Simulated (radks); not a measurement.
Results of a calculation; reference values are marked as such.
Ionisation of Tm+, [Xe] 4f13 6s1, to Tm2+, [Xe] 4f13, under several functionals. Scalar-relativistic Kohn-Sham, spin-polarised, spherical densities, point nucleus; open shells are filled with parallel spins first (spin-orbit coupling, left out, can overturn this in heavy ions); a radial shooting solver on a logarithmic mesh with Libxc functionals.

functional  E(Tm+) (hartree)  Exc (hartree)  IE (eV)  -e(HOMO) (eV)  <r> HOMO (bohr)  IE error (eV)
revPBE           -13567.5727      -285.3380   12.184          9.240           0.8077         +0.119
OLYP             -13572.2187      -290.2023   12.034          9.193            3.595         -0.031
SOGGA            -13562.4441      -280.1938   12.151          9.236           0.8069         +0.086
RPBE             -13567.6996      -285.4650   12.206          9.246           0.8083         +0.141
XLYP             -13568.9704      -286.7131   12.448          9.173           0.8111         +0.383
AM05             -13559.1310      -276.8956   12.211          9.375           0.8066         +0.146

NIST Atomic Spectra Database: 12.07 eV (semi-empirical). Closest: OLYP. The Delta-SCF values span 0.41 eV, the total energies 13.09 hartree. The highest occupied level is 4f. Open shells are spherical and high-spin; term and fine-structure splittings are not resolved. Spin-orbit splitting is averaged out at the scalar-relativistic level.
